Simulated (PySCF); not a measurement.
A GIAO shielding run with PySCF 2.14 (density fitting, non-relativistic, gas phase) on SMILES C=C(C)[Si@@H](F)[SiH2]CCN, C5H14FNSi2:

```
$ OMP_NUM_THREADS=1 python probes_run.py task.json out

{"job": {"kind": "nmr", "xc": "PBE0", "basis": "pcSseg-1"}, "charge": 0, "multiplicity": 1}
C      2.624534    -1.723075     0.302569
C      2.716320    -0.407815     0.448221
C      4.047348     0.280266     0.476937
Si     1.192766     0.695969     0.633715
F      1.578682     2.063110    -0.160531
Si    -0.725757    -0.149395    -0.321425
C     -2.238544     0.885540     0.206957
C     -3.510199     0.598140    -0.605035
N     -3.971739    -0.774636    -0.574054
H      3.496413    -2.352200     0.200215
H      1.674314    -2.230881     0.279984
H      4.083795     1.047560    -0.294665
H      4.190137     0.776093     1.436560
H      4.864455    -0.421146     0.319042
H      1.138832     1.196972     2.011996
H     -0.952083    -1.542812     0.110090
H     -0.702869    -0.190785    -1.792998
H     -2.007877     1.948872     0.114726
H     -2.451079     0.707739     1.265089
H     -3.340520     0.862903    -1.651767
H     -4.329970     1.221424    -0.231721
H     -3.286363    -1.385964    -1.004159
H     -4.095349    -1.078894     0.386207
```

Hardware: 1 thread of an Arm Neoverse V1, shared host. The job also computes population analyses, field gradients.

(1) How large is the calculation?

(2) How long does it take, and how much memory does it need?

## Answers

(1) 88 electrons, 237 basis functions and 1270 auxiliary functions.

(2) 59 s of wall time, with 13 SCF cycles and 5 response iterations; peak memory 1.1 GiB. Times on a shared host scatter by some tens of per cent.
